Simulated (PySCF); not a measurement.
Species: C₅H₂F₄O₂.
SMILES: `FC1=COC=C(C(F)(F)F)O1`

The calculation used PySCF 2.14.0, density-fitted response routines, TDDFT wB97X-D/def2-SVPD, vertical, gas phase, core orbitals frozen in the response. Geometry: PBE0-D3(BJ)/def2-SVP; no solvent, vibrations or thermal averaging. Torsions of this conformer, `[F:1][C:2]1=[CH:3][O:4][CH:5]=[C:6]([C:7]([F:8])([F:9])[F:10])[O:11]1`: C5–C6–C7–F8 119°.

Each state is given a Gaussian of 0.25 eV full width at half maximum, with ε(max) = 2.175×10⁸ f / Δν̃ (Δν̃ the width in cm⁻¹). The cross-section is σ = 3.8235×10⁻²¹ ε cm², given in Mb (10⁻¹⁸ cm²). The width is an assumption, not a result. The curve ends short of the highest state used, and states not computed would add to its high-energy end.

```csv
E (eV),σ (Mb)
3.78,0.00
3.86,0.03
3.94,0.18
4.03,0.67
4.11,1.19
4.19,1.20
4.28,0.62
4.36,0.19
4.44,0.03
4.53,0.00
4.61,0.00
4.70,0.00
4.78,0.00
4.86,0.00
4.95,0.00
5.03,0.00
5.11,0.00
5.20,0.00
5.28,0.01
5.36,0.07
5.45,0.67
5.53,2.69
5.61,6.15
5.70,7.88
5.78,5.38
5.87,1.78
5.95,0.36
6.03,0.04
6.12,0.00
6.20,0.01
6.28,0.07
6.37,0.58
6.45,2.11
6.53,4.38
6.62,5.14
6.70,3.80
```

Question: Locate the maxima and give the states behind the curve.

Answer: 299 nm (4.15 eV), ε about 340, made up of S1 (100%); 218 nm (5.69 eV), ε about 2100, made up of S2 (100%); 188 nm (6.60 eV), ε about 1400, made up of S3 (99%) (ε in L mol⁻¹ cm⁻¹; maxima over ε = 5, shares over 10%). The states used: S1 4.15 eV (f 0.0031); S2 5.69 eV (f 0.019); S3 6.59 eV (f 0.013); S4 6.92 eV (f 0.015); S5 7.14 eV (f 0.0006); S6 7.30 eV (f 0.0004).

Question: Coming from long wavelengths, where does ε first pass 100 L mol⁻¹ cm⁻¹?

Answer: At about 311 nm (3.99 eV), 0.16 eV below S1.

Question: What would ε be at 5.69 eV, the highest of these maxima, with half the width (0.125 eV)?

Answer: About 4150 L mol⁻¹ cm⁻¹ against 2080, a factor of about 1.99; a lone state at its own centre would give exactly 2.

Question: On this curve, what absorbance would a 10⁻³ mol/L sample give at 222 nm over a 1 cm path?

Answer: 222 nm is 5.585 eV, where ε is about 1300 L mol⁻¹ cm⁻¹, so A = ε c l ≈ 1.3 (Beer–Lambert, with the gas-phase spectrum and the assumed width).

On an Arm Neoverse V2 with one thread, no GPU, on a shared host, this took 70 s of wall time and 1.1 GiB of memory at its peak.
